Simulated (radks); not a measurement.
Spherical jellium clusters: N electrons in a uniform positive sphere of charge N and radius rs N^(1/3), rs = 4.1 bohr. Calculated with a radial shooting solver with Libxc functionals: non-relativistic Kohn-Sham, LDA (Slater exchange, Perdew-Wang correlation), spin-polarised, spherical densities. Levels are named by radial order and angular momentum (1s, 1p, 1d, 2s, ...), and open shells are averaged over m.

N = 8, configuration 1s2 1p6. This is the lowest configuration that the search found. Occupied and some empty levels:

level,occupation,eigenvalue (eV),<r> (bohr)
1s,2,-4.3293,5.500
1p,6,-3.1640,6.673
1d,0,-1.7712,7.805
2s,0,-1.3367,7.878
1f,0,-0.33611,9.528

Energy (eV): total -14.6586, kinetic 12.484, external -249.63, Hartree 122.72, exchange-correlation -27.660, background 127.43. Static polarisability (adiabatic kernel): 783.1 bohr^3, against R^3 = 551.4 for a classical metal sphere.
